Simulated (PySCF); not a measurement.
Co⁺: ionisation energy

Co⁺ [Ar] 3d8 (3F) → Co²⁺ [Ar] 3d7 (4F), as a difference of total energies. Calculation: PySCF 2.14, in def2-TZVP (6s4p4d1f, 45 functions); the non-relativistic Hamiltonian (point nucleus). Correlated levels: valence: [Ar] frozen. The calculations carry no spin-orbit coupling.

| method | ionisation energy (eV) | difference from reference (eV) |
| --- | --- | --- |
| UHF | 14.368 | -2.716 |
| M06-L | 17.449 | +0.365 |
| BP86 | 18.150 | +1.066 |
| MP2 (valence) | 16.694 | -0.390 |
| SCS-MP2 (valence) | 16.575 | -0.509 |

Reference: 17.084 eV (measured; NIST Atomic Spectra Database, ionization energies).

These non-relativistic numbers lack the scalar-relativistic shift.

The reference lies between the lowest fine-structure levels, while these numbers refer to the centres of the terms.

Errors of the correlated levels include the incompleteness of this basis and the frozen core.
